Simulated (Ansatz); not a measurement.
Computed with Ansatz on PBE0-D4/def2-TZVP structures; ΔE is electronic, products minus reactants. CCSD(T)/CBS adds triple-zeta CCSD(T) − MP2 to the extrapolated MP2 energy (def2 sets, frozen cores). DFT in def2-TZVPP. B3LYP here is the variant with VWN-RPA as its local correlation; programs differ in this. For Ge outer-core shells are correlated without core-valence functions, which leaves a few kJ/mol of doubt a bond. Scalar relativity is left out up to krypton. Each species was taken in one conformer, which may not be the lowest.

Reaction (isomerisation): `C=N[CH2][GeH3]` → `C[N]1[CH2][GeH2]1`

| level | ΔE (kJ/mol) | difference from CCSD(T)/CBS |
| --- | --- | --- |
| PBE-D4 | 51.1 | -2.4 |
| r2SCAN-D4 | 53.3 | -0.2 |
| B3LYP-D4 | 68.6 | 15.1 |
| ωB97X-V | 58.8 | 5.3 |
| ωB97M-V | 59.9 | 6.4 |
| B2PLYP | 63.8 | 10.3 |
| PBE | 52.0 | -1.5 |
| r2SCAN | 53.3 | -0.2 |
| PBE0 | 51.9 | -1.6 |
| B3LYP | 70.1 | 16.6 |
| MP2/def2-TZVPP | 48.7 | -4.8 |
| SCS-MP2/def2-TZVPP | 59.2 | 5.7 |
| CCSD/def2-TZVPP | 65.1 | 11.6 |
| MP2/def2-QZVPP | 43.9 | -9.6 |
| HF/CBS(def2) | 94.1 | 40.6 |
| MP2/CBS(def2) | 40.9 | -12.6 |
| CCSD(T)/CBS | 53.5 | 0 |

Largest T1 diagnostic among the species: 0.012.

In def2-TZVPP, CCSD(T) changes the Hartree–Fock value by −33.6 kJ/mol (the triples alone add −3.8 kJ/mol) and MP2 by −46.3 kJ/mol.
